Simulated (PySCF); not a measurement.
**Frontier levels across methods**

C4H9B.
Z-matrix (Å and degrees, PBE0-D3(BJ)/def2-SVP geometry), rows numbered from 1:
```
B 
C   1  1.5562
C   2  1.5299  1  118.48
C   3  1.4961  2  113.38  1  -179.83
C   4  1.3337  3  125.53  2   119.39
H   1  1.2114  2  119.43  3   179.22
H   1  1.2126  2  122.24  3    -0.74
H   2  1.1097  1  106.72  3  -125.59
H   2  1.1102  1  106.47  3   125.98
H   3  1.1025  2  109.85  1   -56.87
H   3  1.1051  2  108.65  1    58.62
H   4  1.0989  3  115.79  2   -59.50
H   5  1.0932  4  121.65  3  -179.35
H   5  1.0953  4  121.34  3     0.86
```

Basis pcSseg-1 throughout (PySCF), one geometry. Geometry: PBE0-D3(BJ)/def2-SVP, one conformer, isolated molecule.

Q: How do the orbital energies, the gap and the dipole change with the method?

A: 
```
   method                    kind  HOMO (eV)  LUMO (eV)  gap (eV)  μ (D)  SCF cycles
     BLYP                     GGA      -6.10      -2.24      3.86   0.43          14
    B97-D                     GGA      -6.19      -2.16      4.04   0.41          14
     OPBE                     GGA      -6.23      -2.16      4.07   0.44          14
      KT3                     GGA      -6.25      -2.28      3.97   0.40          14
      KT2                     GGA      -6.27      -2.39      3.88   0.41          14
      PBE                     GGA      -6.27      -2.39      3.88   0.45          14
     BP86                     GGA      -6.37      -2.43      3.94   0.44          14
      LDA                     LDA      -6.45      -2.67      3.78   0.49          14
    B97-2           global hybrid      -7.13      -1.32      5.81   0.38          13
    B3LYP           global hybrid      -7.16      -1.59      5.57   0.39          13
     PBE0           global hybrid      -7.39      -1.35      6.04   0.39          13
 mPW1PW91           global hybrid      -7.41      -1.33      6.08   0.38          12
BHandHLYP           global hybrid      -8.34      -0.29      8.05   0.34          12
CAM-B3LYP  range-separated hybrid      -8.72      -0.24      8.48   0.37          12
  wB97X-D  range-separated hybrid      -9.25       0.60      9.85   0.36          13
       HF            Hartree–Fock      -9.76       2.25     12.01   0.28           9
  LC-wPBE  range-separated hybrid     -10.15       1.02     11.17   0.36          12
```

The HOMO spans 4.05 eV, from BLYP down to LC-wPBE, and the gap runs from 3.78 eV (LDA) to 12.01 eV (HF). Over the methods BLYP (0 %), B97-D (0 %), OPBE (0 %), KT3 (0 %), KT2 (0 %), PBE (0 %), BP86 (0 %), LDA (0 %), B97-2 (21 %), B3LYP (20 %), PBE0 (25 %), mPW1PW91 (25 %), BHandHLYP (50 %), HF (100 %), a straight line through the gap against the share of exact exchange rises by 0.81 eV for each 10 % (correlation coefficient 0.999). The dipole ranges from 0.28 D (HF) to 0.49 D (LDA). This basis has no diffuse functions.
